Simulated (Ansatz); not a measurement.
`C#C[SiH2][AlH][SiH3]` + NH₃ → `[NH2][AlH][SiH3]` + `C#C[SiH3]` at 500 K and 1 bar (cleavage of the Al–Si bond).

Calculated with Ansatz (gas phase, PBE0-D4/def2-TZVP geometries, no zero-point term in ΔE). CBS: MP2 limit from def2 TZ/QZ plus the TZ coupled-cluster correction, frozen cores. This one scheme is used for every species. One conformer a species, not always the lowest.

```tsv
species	CCSD(T)/CBS energy (Eh)	H − E (kJ/mol)	S (J/(mol·K))
`C#C[SiH2][AlH][SiH3]`	-900.40976	238.0	474.5
NH₃	-56.50880	108.2	211.8
`[NH2][AlH][SiH3]`	-589.42853	193.0	388.8
`C#C[SiH3]`	-367.52081	145.9	311.6
```

H − E and S are ideal-gas, rigid-rotor, harmonic terms from PBE0-D4/def2-TZVP, for one conformer and one mirror image of each species. 1 Eh = 2625.50 kJ/mol, R = 8.31446 J/(mol·K).

Q: By hand: ΔE, ΔH, ΔS and ΔG.

A: ΔE = (-589.42853) + (-367.52081) − (-900.40976) − (-56.50880) = -0.03078 Eh = -80.8 kJ/mol. Δ(H − E) = 193.0 + 145.9 − 238.0 − 108.2 = -7.3, so ΔH = -88.1 kJ/mol. ΔS = 388.8 + 311.6 − 474.5 − 211.8 = 14.1 J/(mol·K). ΔG = -88.1 − 500 × (14.1)/1000 = -95.1 kJ/mol.

Q: By hand: the equilibrium constant, and the temperature at which ΔG would vanish if ΔH and ΔS stayed fixed.

A: log₁₀ K = −ΔG/(RT ln 10) = 9.9. ΔH and −TΔS have one sign here, so there is no such temperature.

The number of gas molecules stays the same, so ΔS is small and ΔH decides. A doubt of 5 kJ/mol in ΔE shifts log₁₀ K by 0.5 here. Other conformers and mirror images would add mixing entropy, several J/(mol·K) or more a flexible species. Modes under 60 cm⁻¹, often nearly free rotors, make the harmonic entropy too high. These are equilibria of isolated gas molecules and say nothing of rates. Largest T1 diagnostic: 0.015 (customary marks: 0.02 for closed shells, 0.045 for open ones).
